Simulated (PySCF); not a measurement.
## Correlation energy of V+ (vanadium, charge +1)

[Ar] 3d3 4s1, high-spin 5F determinant (an excited configuration). All numbers are calculated (PySCF 2.14, the spin-free X2C one-electron Hamiltonian (Gaussian nucleus), in x2c-QZVPPall (11s7p5d3f2g, 96 functions)). Frozen: [Ne]; 12 electrons correlated.

MP2 pair energies summed by pair of shells (mhartree):

| pair | energy | share (%) |
| --- | --- | --- |
| 3p-3d | -109.83 | 33.6 |
| 3p-3p | -109.41 | 33.5 |
| 3s-3p | -36.55 | 11.2 |
| 3d-3d | -20.01 | 6.1 |
| 3s-3d | -19.99 | 6.1 |
| 3p-4s | -14.07 | 4.3 |
| 3d-4s | -9.46 | 2.9 |
| 3s-3s | -6.54 | 2.0 |
| 3s-4s | -1.00 | 0.3 |

Total MP2 correlation energy: -326.87 mhartree.

Same-spin part -104.57 and opposite-spin part -222.30 mhartree; SCS-MP2 scales them by 1/3 and 6/5 to -301.62 mhartree.

This basis was not built for core-valence correlation, so the inner-shell part is incomplete.
